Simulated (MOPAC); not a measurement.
Input for MOPAC: AM1 on AlH3 (SMILES [AlH3]).

```
AM1 1SCF PRECISE CHARGE=0 THREADS=1
AlH3

Al    -0.32761636 1     0.59589039 1     1.67060197 1
H     -0.75494524 1    -0.86569892 1     1.18550596 1
H      0.92990965 1     1.27227927 1     0.95262748 1
H     -1.49152111 1     1.56324468 1     2.18414292 1
```

Output:

```
*******************************************************************************
 **                                                                           **
 **                              MOPAC v23.2.5                                **
 **                                                                           **
 *******************************************************************************
 ** MOPAC's Digital Object Identifier: https://doi.org/10.5281/zenodo.6511958 **
 **                                                                           **
 ** Please cite the open-source release paper for use of this MOPAC version:  **
 ** J. E. Moussa and J. J. P. Stewart (2026)                                  **
 ** MOPAC: An open-source semiempirical molecular orbital program             **
 ** J. Open Source Softw., 11(119), 8025, https://doi.org/10.21105/joss.08025 **
 *******************************************************************************

                              AM1 CALCULATION RESULTS

 *******************************************************************************
 *  AM1        - The AM1 Hamiltonian to be used
 *
 *
 *
 *                 CHARGE ON SYSTEM = 0
 *
 *
 *
 *  PRECISE    - TIGHTER CRITERIA TO BE USED
 *  1SCF       - DO 1 SCF AND THEN STOP
 *  THREADS=1  - MULTI-THREADING NOT USED
 *  T=         - A TIME OF 172800.0 SECONDS REQUESTED
 *  DUMP=N     - RESTART FILE WRITTEN EVERY 7200.0 SECONDS REQUESTED
 *******************************************************************************
AM1 1SCF PRECISE CHARGE=0 THREADS=1
 AlH3

   ATOM   CHEMICAL          X               Y               Z
  NUMBER   SYMBOL      (ANGSTROMS)     (ANGSTROMS)     (ANGSTROMS)

     1      Al         -0.32761636  *   0.59589039  *   1.67060197  *
     2       H         -0.75494524  *  -0.86569892  *   1.18550596  *
     3       H          0.92990965  *   1.27227927  *   0.95262748  *
     4       H         -1.49152111  *   1.56324468  *   2.18414292  *



          CARTESIAN COORDINATES

    NO.       ATOM           X           Y           Z

     1        Al         -0.3276      0.5959      1.6706
     2         H         -0.7549     -0.8657      1.1855
     3         H          0.9299      1.2723      0.9526
     4         H         -1.4915      1.5632      2.1841

  H: (AM1): M.J.S. DEWAR ET AL, J. AM. CHEM. SOC. 107 3902-3909 (1985)
 Al: (AM1): M. J. S. Dewar, A. J. Holder, Organometallics, 9, 508-511 (1990).

           Empirical Formula: H3 Al  =     4 atoms



      MOLECULAR POINT GROUP   :   C3v


      RHF CALCULATION, NO. OF DOUBLY OCCUPIED LEVELS = 3


 -------------------------------------------------------------------------------
 AM1 1SCF PRECISE CHARGE=0 THREADS=1
 AlH3



     1SCF WAS SPECIFIED, SO BFGS WAS NOT USED
     SCF FIELD WAS ACHIEVED


                              AM1 CALCULATION
                                                       MOPAC v23.2.5 Linux




          FINAL HEAT OF FORMATION =         28.99105 KCAL/MOL =     121.29856 KJ/MOL


          COSMO AREA              =         76.27 SQUARE ANGSTROMS
          COSMO VOLUME            =         61.55 CUBIC ANGSTROMS

          IONIZATION POTENTIAL    =         10.922203 EV
          HOMO LUMO ENERGIES (EV) =        -10.922 -1.419
          NO. OF FILLED LEVELS    =          3
          MOLECULAR WEIGHT        =         30.0052         POINT GROUP:  C3v

          MOLECULAR DIMENSIONS (Angstroms)

            Atom       Atom       Distance
            H     4    H     3     2.73215
            H     3    H     2     2.36338
           Al     1    H     4     0.26246


          SCF CALCULATIONS        =          1





   ATOM   CHEMICAL          X               Y               Z
  NUMBER   SYMBOL      (ANGSTROMS)     (ANGSTROMS)     (ANGSTROMS)

     1      Al         -0.32761636  *   0.59589039  *   1.67060197  *
     2       H         -0.75494524  *  -0.86569892  *   1.18550596  *
     3       H          0.92990965  *   1.27227927  *   0.95262748  *
     4       H         -1.49152111  *   1.56324468  *   2.18414292  *

                             CARTESIAN COORDINATES

   1   Al       -0.327616360     0.595890390     1.670601970
   2    H       -0.754945240    -0.865698920     1.185505960
   3    H        0.929909650     1.272279270     0.952627480
   4    H       -1.491521110     1.563244680     2.184142920


           Empirical Formula: H3 Al  =     4 atoms



      MOLECULAR POINT GROUP   :   C3v


                  EIGENVALUES
 -14.55306 -10.93208 -10.92220  -1.41866   1.31361   2.47770   2.48419


              NET ATOMIC CHARGES AND DIPOLE CONTRIBUTIONS

  ATOM NO.   TYPE          CHARGE      No. of ELECS.   s-Pop       p-Pop
    1         Al           0.185448        2.8146     1.16120     1.65336
    2          H          -0.061995        1.0620     1.06200
    3          H          -0.061472        1.0615     1.06147
    4          H          -0.061980        1.0620     1.06198
 DIPOLE           X         Y         Z       TOTAL
 POINT-CHG.     0.102    -0.052     0.204     0.234
 HYBRID         0.285    -0.160     0.601     0.684
 SUM            0.388    -0.213     0.804     0.918


          ATOMIC ORBITAL ELECTRON POPULATIONS

     Atom    s        px        py        pz
    1 Al   1.16120   0.68021   0.77811   0.19504
    2  H   1.06200
    3  H   1.06147
    4  H   1.06198

 **********************
 *                    *
 * JOB ENDED NORMALLY *
 *                    *
 **********************




 == MOPAC DONE ==
```

The run finished.

Cost: around 0.03 core-seconds (rough).
